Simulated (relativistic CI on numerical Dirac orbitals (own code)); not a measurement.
# Calculated levels, O2+

Method of calculation: Dirac-Coulomb-Breit CI, separate exchange-only KLI orbitals for each configuration, model QED, valence Slater integrals scaled by 0.85, configuration energies shifted to the measured levels that pair with them (semi-empirical) (own radial code, finite nucleus).

Configurations in the expansion (outside the closed core 1s2): 2s2 2p2, 2s 2p3, 2s2 2p 3s, 2p4, 2s2 2p 3p, 2s2 2p 3d, 2s2 2p 4s, 2s 2p2 3p, 2s2 2p 4p, 2s2 2p 4d, 2s2 2p 4f, 2p3 3s, 2s 2p2 3s, 2s2 3s2, 2p3 3p, 2s2 3s 3p, 2p3 3d, 2s2 3s 3d, 2s2 3p2, 2s 2p2 3d, 2s2 3p 3d, 2s2 3d2, 2s 2p2 4s, 2s 2p 3s2, 2s 2p2 4p, 2s 2p2 4d, 2s 2p2 4f. Levels of other configurations are missing.

The lowest level is 2s2 2p2 3P_0, with 98 % of that term; Hund's rules for 2s2 2p2 give 3P with J = 0, in agreement.

```csv
No.,Configuration,Term,J,E (cm⁻¹),%,Landé g
1,2s2 2p2,3P,0,0,98,
2,2s2 2p2,3P,1,111,98,1.501
3,2s2 2p2,3P,2,298,98,1.501
4,2s2 2p2,1D,2,19666,98,1.000
5,2s2 2p2,1S,0,37727,95,
6,2s 2p3(4S°),5S°,2,62236,100,2.002
7,2s 2p3(2D°),3D°,3,122982,99,1.334
8,2s 2p3(2D°),3D°,2,123012,99,1.167
9,2s 2p3(2D°),3D°,1,123020,99,0.499
10,2s 2p3(2P°),3P°,2,142109,99,1.501
11,2s 2p3(2P°),3P°,1,142112,99,1.501
12,2s 2p3(2P°),3P°,0,142125,99,
13,2s 2p3(2D°),1D°,2,188961,98,1.000
14,2s 2p3(4S°),3S°,1,195180,99,2.002
15,2s 2p3(2P°),1P°,1,208327,98,1.000
16,2s2 2p 3s,3P°,0,267262,96,
17,2s2 2p 3s,3P°,1,267378,96,1.500
18,2s2 2p 3s,3P°,2,267633,96,1.501
19,2s2 2p 3s,1P°,1,272362,95,1.000
20,2p4,3P,2,283762,95,1.501
21,2p4,3P,1,283978,95,1.501
22,2p4,3P,0,284071,95,
23,2s2 2p 3p,1P,1,292126,95,0.999
24,2s2 2p 3p,3D,1,294420,96,0.501
25,2s2 2p 3p,3D,2,294554,96,1.167
26,2s2 2p 3p,3D,3,294774,96,1.334
27,2s2 2p 3p,3S,1,297559,96,2.000
28,2s2 2p 3p,3P,0,299902,93,
29,2s2 2p 3p,3P,1,299985,93,1.502
30,2s2 2p 3p,3P,2,300115,93,1.500
31,2p4,1D,2,300814,92,1.000
32,2s2 2p 3p,1D,2,305941,92,1.000
33,2s2 2p 3p,1S,0,312336,94,
34,2s2 2p 3d,3F°,2,324405,82,0.717
35,2s2 2p 3d,3F°,3,324576,96,1.084
36,2s2 2p 3d,1D°,2,324736,81,0.950
37,2s2 2p 3d,3F°,4,324752,97,1.250
38,2s2 2p 3d,3D°,1,326981,96,0.503
39,2s2 2p 3d,3D°,2,327028,95,1.168
40,2s2 2p 3d,3D°,3,327103,96,1.333
41,2s2 2p 3d,3P°,2,328787,95,1.498
42,2s2 2p 3d,3P°,1,328900,95,1.497
43,2s2 2p 3d,3P°,0,328960,96,
44,2s2 2p 3d,1F°,3,331878,96,1.000
45,2s2 2p 3d,1P°,1,332249,95,1.000
```

Energies count from the lowest computed level; ° marks odd parity. Percentages are summed over parent terms; the parents shown are those of the largest component, closed shells are left out there.

The mean weight of the leading LS term, summed over parents, in these 45 levels is 96 %, and that of the leading jj configuration (from the same eigenvectors) 65 %, so LS coupling describes them better.

Configurations whose levels could be paired with our table of measured levels were shifted onto them, all but the ground configuration, by the median error of their levels; single terms can still be off by 1,000 to 2,000 cm⁻¹ or more, and rates follow the energies as ν³ (E1, M1) or ν⁵ (E2). The others borrow a shift and can be off by several thousand cm⁻¹ or more. The fine structure of a lone outer electron comes out too small, for d and f at times inverted, and misplaced configurations move strength between like terms. 32 of the 32 excited levels that our extract of the measured tables holds in this range could be paired (the sources list more); they are missed by 823 cm⁻¹ on average and 5459 at most, after the shifts were fitted to these levels, and levels without a partner can miss by more. Some levels of the ground configuration have no partner and can miss by 10 % or more.

Landé's interval rule says that E(J) − E(J−1) = AJ with one A. For the ground term the intervals give A = 110.8, 93.8 cm⁻¹ for J = 1, 2; the multiplet is regular.
